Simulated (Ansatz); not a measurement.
Cost and result up the ladder for Al₂Ru₂ (4 atoms). The state is a singlet with charge 0. Geometry: r2SCAN-D4/def2-SVP.

Cartesian coordinates in Å:
```
Ru 0.7771 -1.0204 1.4762
Ru -0.7759 1.0194 -1.4775
Al -0.8793 -0.8581 -0.1302
Al 0.8781 0.8590 0.1315
```

Ansatz on 4 threads of Arm Neoverse V1 on a shared host. Times are rough, and most runs start from the orbitals of an earlier one. No level here is sound enough to serve as a yardstick. Binding counts from free atoms at the same level (Ru quintet, Al doublet; other spins of the atoms weren't run), without zero-point energy or a counterpoise term.

In the def2 sets Ru takes a core potential; there is no spin–orbit coupling. No other spin state of charge 0 was run. Another isomer (quintet) lies 1.79 eV lower at PBE0-D4/def2-TZVP; other spin states weren't run for this one.

Run but left out: CCSD(T)/def2-TZVPP (restricted singlet, unstable towards broken spin symmetry).

```
                         level  functions  wall time
PBE-D4/def2-TZVP (with forces)        154        2 s
           r2SCAN-D4/def2-TZVP        154      4.5 s
             PBE0-D4/def2-TZVP        154       12 s
             ωB97X-V/def2-TZVP        154       35 s
             ωB97M-V/def2-TZVP        154       42 s
```

Estimate what each level gives for the binding energy per atom (eV).


```
                         level  binding energy per atom (eV)                        remarks
PBE-D4/def2-TZVP (with forces)                          2.39  restricted SCF unstable in HF
           r2SCAN-D4/def2-TZVP                          2.04  restricted SCF unstable in HF
             PBE0-D4/def2-TZVP                          1.65  restricted SCF unstable in HF
             ωB97X-V/def2-TZVP                          1.54  restricted SCF unstable in HF
             ωB97M-V/def2-TZVP                          1.56  restricted SCF unstable in HF
```
